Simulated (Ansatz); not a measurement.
Input file for Ansatz (an electronic-structure program): R-PBE0/def2-TZVPP on LiSi+, 2S+1 = 1, a spin state set in the input, which need not be the lowest, a point of a bond scan (R = 2.756 Å). Charge +1.

Ansatz 0.2 input:
```yaml
crystal:
  periodic: [false, false, false]
  atoms:
    - {symbol: Li, position_ang: [0.00000000, 0.00000000, 0.00000000]}
    - {symbol: Si, position_ang: [0.00000000, 0.00000000, 2.75552400]}
basis:
  gaussian:
    orbitals: def2-TZVPP
    pivot_positions_ang: [[0.00000000, 0.00000000, 0.00000000], [0.00000000, 0.00000000, 2.75552400]]
hamiltonian:
  xc: {name: PBE0}
total_charge: 1
output: {forces: true, orbitals: {seedname: ./end}}
```

Program output:

```
WARN ansatz: RAYON_NUM_THREADS=2 ignored (pool sized by the plan → 2); use --threads N
Functional definition: PBE0
integrals: 0.01 GiB planned
436 factors; their error is unknown
mean field: 0.12 GiB planned
mean field evaluation 1: about -8068.1168 eV, gradient 1.3e1 eV
mean field evaluation 2: about -8068.6435 eV, gradient 7.8e0 eV
mean field evaluation 4: about -8068.7667 eV, gradient 5.7e-2 eV
mean field evaluation 8: about -8068.7817 eV, gradient 8.0e-4 eV
mean field -8068.78165294 eV, -296.5222565289 hartree, gradient 4.5e-5 eV, S^2 0.000000; 0 other end points of the search recorded, 0 dependent functions left out
the calculation of the forces begins
reference -8068.78168150 eV, -296.5222575784 hartree; 8, 8 occupied and 53, 53 virtual orbitals, 436 factors
Total energy: -8068.78168150 eV, -296.5222575784 hartree
Atom 0 at     0.000000     0.000000     0.000000 Å, force     0.000000    -0.000000     0.025435 eV/Å
Atom 1 at     0.000000     0.000000     2.755524 Å, force     0.000000     0.000000    -0.025435 eV/Å
Dipole moment:    -0.000000     0.000000    -1.472907 e Å
```

The calculation finished and met its thresholds.

Cost: around 0.8 core-seconds (rough).
